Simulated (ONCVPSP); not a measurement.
# dysprosium, ONCV: configuration errors across variants

dysprosium (Dy), optimised norm-conserving Vanderbilt (ONCV), made with ONCVPSP 4.0.1 (Wu-Cohen, scalar-relativistic). Core [Kr] 4d10 4f9, reference 5s2 5p6 5d1.5 6s1.5. Waves: 5s+6s: rc 2.30 bohr, ncon 3, nbas 7, qcut 5.1 1/bohr, 3 projectors, debl 1.5 Ha; 5p: rc 1.65 bohr, ncon 4, nbas 7, qcut 5.3 1/bohr, 2 projectors, debl 3.7 Ha; 5d: rc 2.30 bohr, ncon 4, nbas 8, qcut 4.5 1/bohr, 2 projectors, debl 3 Ha. Local part: polynomial inside 1.10 bohr (lpopt 5, dvloc0 2 Ha). Core correction: Teter function, fcfact 4.75, rcfact 1.45.

All-electron excitation energies from the reference (eV): (1) 5s2 5p6 5d1 6s2 -1.023; (2) 5s2 5p6 5d1 6s1 5.847; (3) 5s2 5p6 5d1 6s0 18.160.

1 further variants failed, have other tests or another functional or relativity, and are left out.

A true bound ghost makes a file unfit for plane-wave use even where its test errors are small: the radial tests pick states by their node count and pass the ghost by.

Errors AE − PS in meV (a dash: test not solved or not reliable):

| change | (1) | (2) | (3) | bound ghosts | GHOST(+) flags above zero |
| --- | --- | --- | --- | --- | --- |
| base | -0.8 | -5.0 | -0.2 | none | s, p |
| p: nbas 9 | -0.9 | -5.0 | 0.0 | none | s, p |
| p: ncon 5, nbas 8 | -0.8 | -5.0 | -0.4 | none | s, p |
| core correction Teter function, fcfact 5.6, rcfact 1.45 | -1.0 | -5.0 | -0.2 | none | s, p |
| d: debl 3.1 | -0.8 | -5.0 | -0.2 | none | s, p |
| s: nproj 2 | -0.7 | -5.1 | +0.2 | s | p |

Problem. Give the same row for: core correction none.

Solution. +0.1, -5.4, -0.3; bound ghosts: none; GHOST(+) flags above zero: s, p.
